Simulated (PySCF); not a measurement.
Computed shifts of a molecule C3H4ClNSi, PBE/pcSseg-1 (PySCF), GIAO, gas phase, equivalent atoms averaged, in ppm (number of nuclei): ²⁹Si: 16.3 (1). ¹³C: 184.6 (1), 153.8 (1), 151.8 (1). ¹⁵N: 379.2 (1). ¹H: 9.07 (1), 7.31 (1), 7.13 (1), 6.04 (1). References: ³⁵Cl against HCl (σ = 936.5 ppm); ²⁹Si against TMS (σ = 335.4 ppm); ¹³C against TMS (σ = 182.0 ppm); ¹⁵N against NH3 (σ = 267.0 ppm); ¹H against TMS (σ = 31.49 ppm), references at their B3LYP-D3(BJ)/def2-TZVP geometries, non-relativistic (without spin–orbit terms, shifts of atoms bonded to Cl or Br come out too high). Geometry: B3LYP-D3(BJ)/def2-SVP. The values are those of a single conformer.

Question: Pick the molecule that these values belong to.
A) ClC1=CC=N[SiH2]1
B) C#C/C=N/[SiH2]Cl
C) N#C/C=C(\[SiH3])Cl
D) Cl[Si@H]1C=CC=N1

Answer: D, Cl[Si@H]1C=CC=N1
